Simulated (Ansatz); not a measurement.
Which isomer of AlFH4SSi gives these data?

These gas-phase data were calculated for one isomer of AlFH4SSi at PBE-D3(BJ)/def2-SVP (harmonic, unscaled wavenumbers; equilibrium rotational constants with average atomic masses):

* rotational constants: 4.086, 1.797, 1.267 GHz
* all wavenumbers above 1500 cm⁻¹: 2611, 2162, 2161, 2146
* dipole moment: 2.18 D (PBE0/def2-TZVPD)

Candidates:

(1) `[F][AlH][S][SiH3]`, a singlet
(2) `[F][Al]([SiH3])[SH]`, a singlet

Question: Which candidate do the data belong to?

Answer: Candidate (2). The band at 2611 cm⁻¹ lies where the S–H stretch is expected; (1) has no mode between 2500 and 2800 cm⁻¹.

The same quantities for all candidates:

|  | rotational constants (GHz) | wavenumbers above 1500 cm⁻¹ | dipole (D) | E above the lowest, PBE-D3(BJ)/def2-SVP (kcal/mol) |
| --- | --- | --- | --- | --- |
| (1) | 4.876, 2.312, 1.598 | 2192, 2190, 2175, 1948 | 0.46 | 0.0 |
| (2) | 4.086, 1.797, 1.267 | 2611, 2162, 2161, 2146 | 2.18 | 8.2 |

Harmonic stretches to hydrogen usually lie a few per cent above observed fundamentals. Each candidate is one conformer. Programs: Ansatz 0.2.0.
